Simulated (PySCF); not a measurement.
## NMR problem set

- NMR shieldings at PBE0/pcSseg-1/GIAO
- geometry from GFN2-xTB
- code: PySCF 2.14.0 with density-fitted response routines
- equivalent nuclei averaged, one conformer, no solvent model, non-relativistic

Referencing at the same level of theory: ¹H, ¹³C against TMS. Splittings of carbon signals by F and P are missing where no couplings were computed. Where no couplings were computed, multiplicities follow the n + 1 count of equivalent neighbours, and m marks all less simple cases (inequivalent or close neighbours, rings, F or P nearby). Shifts are as computed. Against solution values, carbons near 30 ppm lie about +3 ppm off and those near 130 ppm about +5 ppm. Of 1309 compounds with measured shifts, 239 miss one by over three times the rms of a fit or turn the order of signals round; such compounds aren't used in these exercises.

Q: C4H9FOSi. ¹H NMR (600 MHz, computed): δ 5.05 (m, 1H), 4.98 (s, 3H), 4.85 (m, 1H), 4.32 (m, 1H), 1.49 (m, 3H). ¹³C{¹H} NMR (computed): δ 169.9 (C), 92.7 (CH), 88.4 (CH2), 23.6 (CH3). Give a structure.

A: SMILES C=C(O[SiH3])[C@H](C)F. Rings plus π bonds: 1 (no ring in the answer). 4 carbon signals for 4 carbons: no two carbons are equivalent. Carbon types of the structure: 1 × C, 1 × CH, 1 × CH2, 1 × CH3, leaving 3 H on heteroatoms. δC 169.9: alkene carbon bearing oxygen; an sp2 carbon further deshielded by the attached heteroatom. δC 92.7: allylic sp3 CH bonded to F; deshielded by the electronegative neighbour. δC 88.4: β carbon of an enol-ether or enamine type C=C; the O or N lone pair pushes π density onto this β carbon and shields it. δH 5.05: hydrogen on an allylic sp3 CH bonded to F; its carbon carries F, hence the downfield position.

This is the structure that produced the data.

Q: C6H7F. ¹H NMR (600 MHz, computed): δ 6.10 (m, 1H), 6.08 (m, 1H), 5.40 (m, 2H), 2.19 (s, 3H). ¹³C{¹H} NMR (computed): δ 145.6 (CH), 115.9 (CH), 98.3 (C), 86.8 (CH2), 84.5 (C), 5.9 (CH3). Identify the compound.

A: `C(#CC)/C=C/CF`. The formula gives 3 degrees of unsaturation (no ring in the answer). 6 carbon signals for 6 carbons: no two carbons are equivalent. Carbon types of the structure: 2 × C, 2 × CH, 1 × CH2, 1 × CH3, which accounts for all hydrogens. δC 145.6, 115.9: alkene CH; the olefinic region. δC 98.3, 84.5: alkyne carbon; the triple bond shields along its axis, which puts it between sp3 and sp2 carbons. δC 86.8: allylic sp3 CH2 bonded to F; the inductive effect lowers its shielding. δH 5.40: hydrogen on an allylic sp3 CH2 bonded to F; its carbon carries F, which withdraws density.

The shifts were computed for this structure.

Q: C4H9FOSi. ¹H NMR (300 MHz, computed): δ 5.46 (m, 1H), 5.42 (m, 1H), 3.88 (s, 3H), 2.60 (m, 1H), 1.96 (m, 1H), 1.24 (m, 1H), 1.03 (m, 1H). ¹³C{¹H} NMR (computed): δ 99.3 (CH), 53.8 (CH3), 26.7 (CH2), 12.0 (CH2). Give a structure.

A: `CO[Si@@H]1CC[C@H]1F`. The formula gives 1 degree of unsaturation (1 ring in the answer). 4 carbon signals for 4 carbons: no two carbons are equivalent. Carbon types of the structure: 1 × CH, 2 × CH2, 1 × CH3, leaving 1 H on heteroatoms. δC 99.3: sp3 CH bonded to F and Si; deshielded by the electronegative neighbour. δC 53.8: methyl carbon bonded to O; the inductive effect lowers its shielding. δH 5.46: hydrogen on an sp3 CH bonded to F and Si; its carbon carries F, hence the downfield position. δH 3.88: hydrogen on a methyl carbon bonded to O; its carbon carries O, which withdraws density.

This is the structure that produced the data.
